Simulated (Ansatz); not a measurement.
Ansatz (an electronic-structure program) job for SiH₂FBr, SMILES F[SiH2]Br, PBE0-D3(BJ)/def2-TZVP. 

Ansatz 0.2 input:
```yaml
crystal:
  periodic: [false, false, false]
  atoms:
    - {symbol: Si, position_ang: [0.53896888, -1.09186034, -0.00000000]}
    - {symbol: F, position_ang: [-0.81577114, -1.93798638, 0.00000000]}
    - {symbol: Br, position_ang: [-0.07491452, 1.01380596, -0.00000000]}
    - {symbol: H, position_ang: [1.20919200, -1.37764324, 1.24647076]}
    - {symbol: H, position_ang: [1.20919199, -1.37764324, -1.24647076]}
basis:
  gaussian:
    orbitals: def2-TZVP
hamiltonian:
  xc: pbe0
  dispersion: d3bj
relax: {f_tol: 0.002, max_steps: 200}
```

Log of the run:

```
WARN ansatz: RAYON_NUM_THREADS=1 ignored (pool sized by the plan → 1); use --threads N
Functional definition: PBE0
integrals: 0.05 GiB planned
925 factors; their error is unknown
mean field: 0.47 GiB planned
mean field evaluation 1: about -80661.8808 eV, gradient 3.1e1 eV
mean field evaluation 2: about -80659.9764 eV, gradient 4.9e1 eV
mean field evaluation 4: about -80663.2188 eV, gradient 6.8e-1 eV
mean field evaluation 8: about -80663.6988 eV, gradient 4.2e-1 eV
mean field evaluation 16: about -80663.6989 eV, gradient 1.9e-5 eV
mean field -80663.69893391 eV, -2964.3362600025 hartree, gradient 1.9e-5 eV, S^2 0.000000; 0 other end points of the search recorded, 0 dependent functions left out
the calculation of the forces begins
reference -80663.69895923 eV, -2964.3362609326 hartree; 30, 30 occupied and 98, 98 virtual orbitals, 925 factors
relax step   1: F+E_penalty+E_count = -80663.78149858 eV  Δ(F+E_penalty+E_count) = +0.000e0 eV  max|allowed force component| = 1.239e0 eV/Å  Δτ_max = 0.0000 Å  (26 SCF iters, accepted)
these checks for a lower state are left out or cut short: starts, cluster_reference, orbital_swaps, neighbouring_geometries, increment
integrals: 0.05 GiB planned
925 factors; their error is unknown
mean field: 0.47 GiB planned
mean field -80663.73600877 eV, -2964.3376224783 hartree, gradient 2.2e-5 eV, S^2 0.000000; 0 other end points of the search recorded, 0 dependent functions left out
the calculation of the forces begins
reference -80663.73603406 eV, -2964.3376234076 hartree; 30, 30 occupied and 98, 98 virtual orbitals, 925 factors
relax step   2: F+E_penalty+E_count = -80663.81793213 eV  Δ(F+E_penalty+E_count) = -3.643e-2 eV  max|allowed force component| = 3.271e-1 eV/Å  Δτ_max = 0.0673 Å  (29 SCF iters, accepted)
these checks for a lower state are left out or cut short: starts, cluster_reference, orbital_swaps, neighbouring_geometries, increment
integrals: 0.05 GiB planned
925 factors; their error is unknown
mean field: 0.47 GiB planned
mean field evaluation 32: about -80663.7450 eV, gradient 2.6e-5 eV
mean field -80663.74497368 eV, -2964.3379519325 hartree, gradient 2.6e-5 eV, S^2 0.000000; 0 other end points of the search recorded, 0 dependent functions left out
the calculation of the forces begins
reference -80663.74499898 eV, -2964.3379528625 hartree; 30, 30 occupied and 98, 98 virtual orbitals, 925 factors
relax step   3: F+E_penalty+E_count = -80663.82707882 eV  Δ(F+E_penalty+E_count) = -9.147e-3 eV  max|allowed force component| = 2.764e-1 eV/Å  Δτ_max = 0.0278 Å  (29 SCF iters, accepted)
these checks for a lower state are left out or cut short: starts, cluster_reference, orbital_swaps, neighbouring_geometries, increment
integrals: 0.05 GiB planned
925 factors; their error is unknown
mean field: 0.47 GiB planned
mean field -80663.74330246 eV, -2964.3378905163 hartree, gradient 2.6e-5 eV, S^2 0.000000; 0 other end points of the search recorded, 0 dependent functions left out
the calculation of the forces begins
reference -80663.74332783 eV, -2964.3378914487 hartree; 30, 30 occupied and 98, 98 virtual orbitals, 925 factors
relax step   4: F+E_penalty+E_count = -80663.82531062 eV  Δ(F+E_penalty+E_count) = +1.768e-3 eV  max|allowed force component| = 3.220e-1 eV/Å  Δτ_max = 0.0113 Å  (30 SCF iters, rejected (line search))
these checks for a lower state are left out or cut short: starts, cluster_reference, orbital_swaps, neighbouring_geometries, increment
integrals: 0.05 GiB planned
925 factors; their error is unknown
mean field: 0.47 GiB planned
mean field -80663.74654599 eV, -2964.3380097141 hartree, gradient 2.6e-5 eV, S^2 0.000000; 0 other end points of the search recorded, 0 dependent functions left out
the calculation of the forces begins
reference -80663.74657131 eV, -2964.3380106444 hartree; 30, 30 occupied and 98, 98 virtual orbitals, 925 factors
relax step   5: F+E_penalty+E_count = -80663.82867719 eV  Δ(F+E_penalty+E_count) = -1.598e-3 eV  max|allowed force component| = 6.147e-2 eV/Å  Δτ_max = 0.0055 Å  (30 SCF iters, accepted)
these checks for a lower state are left out or cut short: starts, cluster_reference, orbital_swaps, neighbouring_geometries, increment
integrals: 0.05 GiB planned
925 factors; their error is unknown
mean field: 0.47 GiB planned
mean field -80663.74687093 eV, -2964.3380216552 hartree, gradient 2.6e-5 eV, S^2 0.000000; 0 other end points of the search recorded, 0 dependent functions left out
the calculation of the forces begins
reference -80663.74689624 eV, -2964.3380225856 hartree; 30, 30 occupied and 98, 98 virtual orbitals, 925 factors
relax step   6: F+E_penalty+E_count = -80663.82903753 eV  Δ(F+E_penalty+E_count) = -3.603e-4 eV  max|allowed force component| = 7.956e-3 eV/Å  Δτ_max = 0.0073 Å  (30 SCF iters, accepted)
these checks for a lower state are left out or cut short: starts, cluster_reference, orbital_swaps, neighbouring_geometries, increment
integrals: 0.05 GiB planned
925 factors; their error is unknown
mean field: 0.47 GiB planned
mean field evaluation 64: about -80663.7469 eV, gradient 2.6e-5 eV
mean field -80663.74688222 eV, -2964.3380220702 hartree, gradient 2.6e-5 eV, S^2 0.000000; 0 other end points of the search recorded, 0 dependent functions left out
the calculation of the forces begins
reference -80663.74690754 eV, -2964.3380230006 hartree; 30, 30 occupied and 98, 98 virtual orbitals, 925 factors
relax step   7: F+E_penalty+E_count = -80663.82904846 eV  Δ(F+E_penalty+E_count) = -1.093e-5 eV  max|allowed force component| = 2.144e-3 eV/Å  Δτ_max = 0.0009 Å  (31 SCF iters, accepted)
these checks for a lower state are left out or cut short: starts, cluster_reference, orbital_swaps, neighbouring_geometries, increment
integrals: 0.05 GiB planned
925 factors; their error is unknown
mean field: 0.47 GiB planned
mean field -80663.74688434 eV, -2964.3380221480 hartree, gradient 2.6e-5 eV, S^2 0.000000; 0 other end points of the search recorded, 0 dependent functions left out
the calculation of the forces begins
reference -80663.74690965 eV, -2964.3380230784 hartree; 30, 30 occupied and 98, 98 virtual orbitals, 925 factors
relax step   8: F+E_penalty+E_count = -80663.82904947 eV  Δ(F+E_penalty+E_count) = -1.012e-6 eV  max|allowed force component| = 1.551e-4 eV/Å  Δτ_max = 0.0004 Å  (31 SCF iters, accepted)
integrals: 0.05 GiB planned
925 factors; their error is unknown
mean field: 0.47 GiB planned
mean field evaluation 96: about -80663.7469 eV, gradient 1.4e-5 eV
mean field -80663.74688434 eV, -2964.3380221480 hartree, gradient 2.6e-5 eV, S^2 0.000000; 1 other end points of the search recorded, 0 dependent functions left out
the calculation of the forces begins
reference -80663.74690965 eV, -2964.3380230784 hartree; 30, 30 occupied and 98, 98 virtual orbitals, 925 factors
Total energy: -80663.82907479 eV, -2964.3410425912 hartree
Atom 0 at     0.487845    -1.086466     0.000000 Å, force    -0.000155    -0.000038     0.000000 eV/Å
Atom 1 at    -0.836285    -1.967044    -0.000000 Å, force     0.000153     0.000125    -0.000000 eV/Å
Atom 2 at    -0.066859     1.043343     0.000000 Å, force    -0.000033    -0.000012    -0.000000 eV/Å
Atom 3 at     1.240983    -1.380580     1.233937 Å, force     0.000018    -0.000038     0.000151 eV/Å
Atom 4 at     1.240983    -1.380580    -1.233937 Å, force     0.000018    -0.000038    -0.000151 eV/Å
Dipole moment:     0.262726    -0.067098     0.000000 e Å
```

The run converged.

Cost: about 40 core-seconds (a rough figure).
